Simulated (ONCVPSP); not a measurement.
## S (Z = 16): excitation energies, all-electron against ONCV

| Quantity | Value |
| --- | --- |
| Element | S (Z = 16) |
| Generator | ONCVPSP 4.0.1 |
| Type | optimised norm-conserving Vanderbilt (ONCV) |
| Functional | PBEsol |
| Relativity | scalar-relativistic |
| Frozen core | [Ne] |
| Valence charge | 6 |
| Reference configuration | 3s1.5 3p4.5 |
| Partial waves | 3s: rc 1.05 bohr, ncon 3, nbas 6, qcut 5.2 1/bohr, 3 projectors, debl 2.2 Ha; 3p: rc 1.20 bohr, ncon 4, nbas 8, qcut 8.2 1/bohr, 1 projector |
| Local potential | polynomial inside 1.00 bohr (lpopt 5, dvloc0 3 Ha) |
| Core correction | none |

Energies are relative to the spin-unpolarised reference configuration 3s1.5 3p4.5; without spin polarisation the order of configurations can differ from experiment.

```json
{"valence configuration": "3s2 3p4", "charge": "0", "ΔE all-electron (eV)": "-5.124", "error AE − PS (meV)": "+2.2"}
{"valence configuration": "3s2 3p3", "charge": "+1", "ΔE all-electron (eV)": "6.609", "error AE − PS (meV)": "+3.7"}
{"valence configuration": "3s2 3p2", "charge": "+2", "ΔE all-electron (eV)": "28.850", "error AE − PS (meV)": "+19"}
{"valence configuration": "3s2 3p3.5", "charge": "+0.5", "ΔE all-electron (eV)": "-0.481", "error AE − PS (meV)": "+2.0"}
```

Note: ghosts flagged at negative energy: s at -214.7 eV; GHOST(+) flagged for s at 92.0 eV. A true bound ghost makes a file unfit for plane-wave use.
